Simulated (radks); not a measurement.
Values are calculated unless marked as measured or tabulated.
Dipole-allowed excitations along the series with 29 electrons in [Ar] 3d10 4s1. Code: a radial shooting solver on a logarithmic mesh with Libxc functionals. Model: scalar-relativistic Kohn-Sham, LB94 model potential, spin-polarised, spherical densities, finite nucleus; open shells are filled with parallel spins first (spin-orbit coupling, left out, can overturn this in heavy ions); Fermi nuclear charge, rms radius of each element as measured or else 0.836 A^(1/3) + 0.57 fm. Time-dependent linear response with the Hartree and adiabatic LDA kernel, continuum included through the Sternheimer equations, no spin-orbit coupling, so fine structure and intercombination lines are absent. Lines are the poles of the dipole polarisability below minus the highest occupied eigenvalue, found on a grid refined at the orbital gaps; the lowest seven at most are given, and weak or close lines can be missed. The first line takes the name of the lowest orbital gap if no other gap lies below it; otherwise a line is named after a gap within 0.6 % of it, if that gap stands alone.

\begin{tabular}{lrrrrr}
species & -e(HOMO) (eV) & lowest orbital gap (eV) & first line (eV) & f & static alpha (bohr^3) \\ \hline
As4+ & 66.300 & 4s-4p 13.001 & 13.919 (4s-4p) & 0.778 & 3.597 \\
Se5+ & 85.777 & 4s-4p 14.994 & 16.043 (4s-4p) & 0.766 & 2.638 \\
Br6+ & 107.18 & 4s-4p 17.000 & 18.173 (4s-4p) & 0.753 & 2.003 \\
Kr7+ & 130.48 & 4s-4p 19.027 & 20.321 (4s-4p) & 0.738 & 1.562 \\
Rb8+ & 155.66 & 4s-4p 21.082 & 22.493 (4s-4p) & 0.724 & 1.244 \\
Sr9+ & 182.70 & 4s-4p 23.169 & 24.697 (4s-4p) & 0.710 & 1.008 \\
\end{tabular}
